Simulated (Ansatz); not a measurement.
C3H10Si2 can be A, `C[SiH2]/C=C/[SiH3]`, or B, `C/C=C/[SiH2][SiH3]`.

Computed with Ansatz on PBE0-D4/def2-TZVP structures; ΔE is electronic, products minus reactants. CCSD(T)/CBS is the MP2 limit (def2-TZVPP, def2-QZVPP) plus CCSD(T) − MP2 in def2-TZVPP, frozen cores. Double bonds are as drawn, so ΔE can hold a change between cis and trans. Functionals use def2-TZVPP. One conformer a species, not always the lowest.

(1) Which is lower in electronic energy at CCSD(T)/CBS, and by how much? (Estimate.)

(2) Give E(B) − E(A) in kJ/mol with HF/def2-TZVPP, PBE-D4, ωB97M-V, r2SCAN-D4, CCSD(T)/def2-TZVPP, MP2/def2-TZVPP, PBE0-D4. (Best estimate.)

Largest T1 diagnostic: 0.012.

Answers

(1) The calculation gave: A, by 26.3 kJ/mol.

(2) The calculation gave: HF/def2-TZVPP 28.7, PBE-D4 11.3, ωB97M-V 29.8, r2SCAN-D4 20.1, CCSD(T)/def2-TZVPP 25.1, MP2/def2-TZVPP 31.4, PBE0-D4 14.0. None reverses the order clearly.
